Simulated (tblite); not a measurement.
Compound: C₂H₄B₂Cl₂S₂.
Cartesian coordinates in Å at the GFN2-xTB level; atoms count from 1:
```xyz
12
C2H4B2Cl2S2 angstrom
Cl     2.2184   -1.2125   -1.4319
B      1.7722   -0.8093    0.1721
Cl     2.7494   -1.3332    1.4742
C      0.4306    0.0069    0.4631
C      0.0069    0.9903   -0.6106
S     -1.7914    1.3647   -0.4920
B     -2.2570   -0.2115    0.1566
S     -0.9291   -1.2794    0.6599
H      0.4505    0.5035    1.4378
H      0.1726    0.5839   -1.6094
H      0.5444    1.9322   -0.5127
H     -3.3663   -0.5363    0.2669
```

Level: GFN2-xTB in tblite, geometry and Hessian alike; calculated harmonic values, unscaled, isolated species. This tight-binding method is rough: wavenumbers can miss measured ones by several per cent, in bad cases by 10 to 20. Modes of hydrogen on boron can be 10 to 20 % off. One conformer, not necessarily the lowest.

Harmonic wavenumbers (cm⁻¹): 29.7, 63.6, 100.7, 171.4, 203.7, 219.8, 322.7, 398.5, 418.2, 435.9, 557.0, 642.1, 666.8, 718.5, 728.9, 786.6, 790.7, 891.0, 960.6, 977.5, 1060.1, 1107.8, 1156.6, 1202.5, 1280.3, 1441.4, 2736.7, 2937.6, 2980.9, 3007.3.

A = 1773, B = 609.0, C = 538.8 MHz; mass 183.932 u (most abundant isotopes); point group C1, symmetry number 1.

Q: Zero-point energy?

A: ½Σν̃ = 14498 cm⁻¹ = 173.43 kJ/mol.

Q: Entropy at 273.15 K, 1 bar (ideal gas, RRHO, classical rotation)?

A: Translation 172.07, rotation 127.32, vibration 103.82: S = 403.2 J/(mol K).

Q: And Cp and H(273.15 K) − H(0)?

A: Cp = 133.55 J/(mol K), of which vibrations give 100.29 (their classical limit is 30 R = 249.4); H(273.15 K) − H(0) = 23.41 kJ/mol without the zero-point energy, 14.33 from vibrations.

Q: How do the functions run with temperature in this model?

A: 
```
 T (K)  S (J/(mol K))  Cp (J/(mol K))  H − H(0) (kJ/mol)  G − H(0) (kJ/mol)  ln q(vib)
   150          336.9            91.4               9.53             -41.01       3.27
   250          391.7           126.0              20.41             -77.52       5.64
298.15          415.2           141.4              26.85             -96.96       6.75
   400          460.8           168.7              42.70            -141.61       9.05
   600          536.5           203.8              80.29            -241.62      13.28
   900          625.1           232.1             146.13            -416.47      18.88
```

q(vib) and H(0) count from the zero-point level.

Q: Blend soft modes into free rotors: weight 1/[1 + (100 cm⁻¹/ν̃)⁴] for the oscillator and the rest for a rotor with moment μB/(μ + B), μ = h/(8π²ν), B = 10⁻⁴⁴ kg m². What vibrational entropy results?

A: 92.37 J/(mol K) in place of 103.82, which changes −T·S at 273.15 K by +3.13 kJ/mol.

Q: Which modes carry the vibrational entropy at 273.15 K?

A: 29.7 cm⁻¹: 23.75; 63.6 cm⁻¹: 17.45; 100.7 cm⁻¹: 13.68; 171.4 cm⁻¹: 9.44; 203.7 cm⁻¹: 8.12; 219.8 cm⁻¹: 7.55 J/(mol K); the other 24 give 23.84 together.

Hindered rotation and anharmonicity are outside this model. Other conformers, if any are populated, would add a mixing term that is left out. The structure is chiral; the term R ln 2 for an equal mix with its mirror image is left out.
